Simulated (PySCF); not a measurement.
Relaxation of quartet OsO₃⁻

These are results of PySCF, UB3LYP, basis Os def2-SVPD with ECP60, O def2-SVPD (scalar-relativistic core potentials, no spin–orbit coupling, density fitting), not measurements. A (50,194) grid was used.

A hand-made trigonal pyramidal start, of C3v symmetry, held to at least that symmetry:

```xyz
4
charge -1 multiplicity 4, angstrom
Os    0.0000    0.0000   -0.1624
O     1.5275    0.0000    0.6498
O    -0.7637    1.3229    0.6498
O    -0.7638   -1.3228    0.6498
```

What does it relax to?

It ends at D3h with Os–O 1.784 Å (×3); O–Os–O 120.0° (×3). A frequency run shows a minimum. Other isomers or separated fragments may lie lower.

How much energy is released, and in how many steps?

163.7 kJ/mol in 9 steps.

Other spin states or occupations of the open shell can lie lower. No spin–orbit coupling is included, which matters more the heavier the element.

The relaxation took roughly 5 core-minutes on a shared host.
